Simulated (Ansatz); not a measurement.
Ansatz timings: GaF (SMILES [F][Ga])

The species is GaF (2 atoms), meant as a singlet with charge 0. As SMILES, `[F][Ga]`. The shape is that of a PBE0-D4/def2-TZVP optimisation.

```xyz
2

F     0.0000    0.0000    0.0063
Ga    0.0000    0.0000    1.7929
```

Program: Ansatz 0.2.0. Hardware: 1 thread of Arm Neoverse V2, shared host, so times are rough. Ansatz fits the integrals of SCF and DFT runs by default. Its times include its search for lower SCF states.

(1) Estimate their order by wall time, quickest first.
A. energy at HF/3-21G
B. energy at MP2/def2-TZVPPD, 10 core orbitals frozen
C. energy at wB97M-V/def2-TZVPPD
D. energy at B2PLYP/def2-TZVPPD, 10 core orbitals frozen

Answers

(1) A (0.16 s), B (1.6 s), D (5.1 s), C (22 s).
